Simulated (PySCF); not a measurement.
Correlation energy of Sb⁺ (antimony, charge +1)

[Kr] 4d10 5s1 5p3, high-spin 5S determinant (an excited configuration). All numbers are calculated (PySCF 2.14, scalar relativity through the core potential, in aug-cc-pVTZ-PP with ECP28MDF). Frozen: 4s2 4p6 4d10; 4 electrons correlated.

| level | correlation energy (mhartree) |
| --- | --- |
| CCSD | -21.28 |
| (T) | -0.25 |
| CCSD(T) | -21.53 |

Diagnostics: T1 = 0.0017, D1 = 0.0037, largest double amplitude 0.027.

Is a single reference adequate?

Yes, within this model without spin-orbit coupling: T1 lies below 0.03 and no double amplitude reaches 0.07.
